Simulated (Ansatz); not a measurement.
FH₃OSSi (`O[SiH](F)S`). The species carries charge 0 and has multiplicity 1.

Cartesian coordinates in Å:
```
O -0.330 1.558 0.483
Si -0.204 -0.058 0.382
F 1.096 -0.609 1.121
S -0.046 -0.608 -1.664
H 0.281 2.099 -0.022
H -1.369 -0.614 1.085
H 0.572 -1.768 -1.385
```

(1) Give the diagnostics of a CCSD(T)/def2-TZVPP run (frozen core, the Gaussian-basis code of Ansatz). (Best estimate.)

Results:

(1) The calculation gave: T1 = 0.0117, largest single amplitude 0.015, largest double 0.024, (T) share of the correlation energy 3.4 %, 9 CCSD cycles. The RHF solution is stable towards an unrestricted one. T1 lies under the customary mark of 0.02 for closed shells.
